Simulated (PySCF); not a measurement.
Ar⁺ (argon, charge +1): UHF calculation

Configuration: [Ne] 3s2 3p5, 2P determinant. Computed with PySCF 2.14 in cc-pV(T+d)Z (5s4p3d1f, 39 functions), with the non-relativistic Hamiltonian (point nucleus).

```json
{"Total energy": "-526.277651 hartree", "One-electron energy": "-719.4354 hartree", "Hartree (Coulomb) energy": "223.0118 hartree", "Exchange energy": "-29.8540 hartree", "Kinetic energy": "526.23763 hartree", "⟨S²⟩": "0.7589", "⟨L²⟩": "2.031", "Sum of ⟨r⟩": "13.82 bohr", "Sum of ⟨r²⟩": "20.27 bohr²", "Traceless quadrupole moment −½Σ⟨3z² − r²⟩ along its main axis": "1.16 e·bohr²", "Density at the nucleus (Gaussians lack the cusp)": "3790 bohr⁻³", "Spin density at the nucleus": "0.210 bohr⁻³", "Langevin diamagnetic susceptibility": "-16.1 ×10⁻⁶ cm³/mol", "Time after the integrals": "0.13 s of wall time on 1 thread of Neoverse-V1 (shared host)"}
```

| shell | electrons | mean orbital energy (eV) | spread (eV) | rms radius, mean of both spins (bohr) |
| --- | --- | --- | --- | --- |
| 1s α | 1 | -3242.0 | 0 | 0.0998 |
| 1s β | 1 | -3241.6 | 0 | 0.0998 |
| 2s α | 1 | -349.49 | 0 | 0.448 |
| 2s β | 1 | -349.10 | 0 | 0.448 |
| 2p α | 3 | -274.74 | 0.842 | 0.417 |
| 2p β | 3 | -274.04 | 0.643 | 0.417 |
| 3s α | 1 | -48.558 | 0 | 1.49 |
| 3s β | 1 | -44.748 | 0 | 1.49 |
| 3p α | 3 | -29.156 | 2.467 | 1.70 |
| 3p β | 2 | -27.636 | 0 | 1.70 |
